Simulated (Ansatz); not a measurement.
The same ligand exchange along the group Al, Ga, In.

Gas-phase electronic energies from Ansatz, PBE0-D4/def2-TZVP geometries. CCSD(T)/CBS is the MP2 limit (def2-TZVPP, def2-QZVPP) plus CCSD(T) − MP2 in def2-TZVPP, frozen cores. This one scheme is used for every species. Functionals use def2-TZVPP. Elements past krypton have def2 core potentials. For Ga, Ge, In outer-core shells are correlated without core-valence functions, which leaves a few kJ/mol of doubt a bond. Scalar relativity is left out up to krypton.

```
                                                      reaction  LDA (SPW92) (eV)
`[Cl][AlH][GeH3]` + silanol → `[SiH3][O][GeH3]` + `[AlH2][Cl]`              0.17
`[Cl][GaH][GeH3]` + silanol → `[SiH3][O][GeH3]` + `[Cl][GaH2]`              0.23
`[Cl][InH][GeH3]` + silanol → `[SiH3][O][GeH3]` + `[Cl][InH2]`              0.36
```

(1) Give the CCSD(T)/CBS values in the same order. (Best estimate.)

Largest T1 diagnostic: 0.014, for `[Cl][InH2]`.

Answers

(1) Ansatz gave: -0.04, 0.08, 0.26 eV.
